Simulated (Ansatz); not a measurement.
Program: Ansatz. Geometries: PBE0-D4/def2-TZVP. ΔE: electronic, gas phase. CCSD(T)/CBS is the MP2 limit (def2-TZVPP, def2-QZVPP) plus CCSD(T) − MP2 in def2-TZVPP, frozen cores. DFT in def2-TZVPP. B3LYP here is the variant with VWN-RPA as its local correlation; programs differ in this. One conformer a species, not always the lowest.

Consider the ligand exchange at the Si–C bond: `O[SiH](O)C[SiH](F)F` + `C[SiH](O)O` → `C[SiH](O)O[SiH](O)O` + `C[SiH](F)F`.

Is it downhill or uphill in electronic energy at CCSD(T)/CBS, and by how much? (Best estimate.)

Ansatz gave: Downhill: ΔE = -1.32 eV.

What do these levels give: PBE-D4, PBE0-D4, B3LYP-D4, ωB97M-V, B2PLYP, r2SCAN, CCSD/def2-TZVPP, HF/def2-QZVPP, MP2/def2-QZVPP, SCS-MP2/def2-QZVPP, MP2/CBS(def2), CCSD/CBS(def2)? (Best estimate.)

The calculation gave: PBE-D4 -1.15, PBE0-D4 -1.22, B3LYP-D4 -1.33, ωB97M-V -1.28, B2PLYP -1.36, r2SCAN -1.30, CCSD/def2-TZVPP -1.36, HF/def2-QZVPP -1.59, MP2/def2-QZVPP -1.32, SCS-MP2/def2-QZVPP -1.36, MP2/CBS(def2) -1.31, CCSD/CBS(def2) -1.35 eV.

Largest T1 diagnostic among the species: 0.012.

In def2-TZVPP, CCSD(T) changes the Hartree–Fock value by +0.24 eV (the triples alone add +0.04 eV) and MP2 by +0.25 eV. From PBE to PBE0 (25 % exact exchange), in def2-TZVPP and without D4, ΔE moves by −0.07 eV.
